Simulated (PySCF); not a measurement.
C5H3ClN (doublet state).
Cartesian coordinates in Å at the GFN2-xTB level; atoms count from 1:
```xyz
10
C5H3ClN angstrom
C     -1.631   -0.324    0.058
C     -0.360    0.057    0.235
C     -0.064    1.423    0.466
N      0.161    2.531    0.651
C      0.764   -0.894    0.199
C      2.035   -0.615    0.359
Cl     2.955    0.717    0.643
H     -1.886   -1.355   -0.119
H     -2.439    0.386    0.088
H      0.475   -1.921    0.019
```

The hyperfine couplings belong to this conformer and change with its torsions.

Identity: `C(#N)C(=C)/C=[C]\Cl` [radical].

Level of theory: UKS B3LYP, pcH-1 on C Cl H N, non-relativistic, mean-field spin-orbit, GIAO in PySCF 2.14.0. The structure is a single GFN2-xTB conformer in the gas phase; no vibrational or solvent corrections. The geometry wasn't refined by DFT: couplings that depend on bond lengths, twists or pyramidal angles can differ widely from those at the functional's own minimum. Stability of the SCF solution: not tested.

(1) Match the computed a_iso(13C) values +463.0, +65.2, +36.3, -4.7, -2.6 MHz with the sites C1; C2; C3; C5; C6.

(2) Match the computed a_iso(1H) values +70.8, +9.7, +4.3 MHz with the sites H8; H9; H10.

Results:

(1) 
| site | a_iso (MHz) | ρ(0) (bohr⁻³) | position | distance from C6 (Å) | spin population | largest \|T\| (MHz) |
| --- | --- | --- | --- | --- | --- | --- |
| C1 | -2.6 | -0.0023 | 3 bonds from C6 | 3.69 | -0.06 | 9.9 |
| C2 | +65.2 | +0.0580 | 2 bonds from C6 | 2.49 | +0.08 | 8.9 |
| C3 | -4.7 | -0.0042 | 3 bonds from C6 | 2.93 | -0.01 | 1.3 |
| C5 | +36.3 | +0.0323 | 1 bond from C6 | 1.31 | -0.12 | 19.9 |
| C6 | +463.0 | +0.4116 | largest spin population | 0.00 | +0.91 | 127.2 |

(2) 
```tsv
site	a_iso (MHz)	ρ(0) (bohr⁻³)	position	distance from C6 (Å)	bound to	spin population there	largest |T| (MHz)
H8	+4.3	+0.0010	4 bonds from C6	4.02	C1	-0.06	3.9
H9	+9.7	+0.0022	4 bonds from C6	4.59	C1	-0.06	2.3
H10	+70.8	+0.0159	2 bonds from C6, on C5 of spin population -0.12	2.06	C5	-0.12	12.9
```

ρ(0) is the spin density at the nucleus and T the dipolar tensor; a_iso includes a spin–orbit part. Largest spin populations (Mulliken): C6 (+0.91), Cl7 (+0.15), C5 (-0.12) and C2 (+0.08). The positive populations add up to 1.19 and the negative ones to -0.19, together 2S = 1.

The spin density at the nucleus, in bohr⁻³, is negative for C3 (-0.0042) and C1 (-0.0023), for instance. A restricted open-shell determinant has no negative spin density anywhere; here it arises because α and β orbitals differ (spin polarisation).
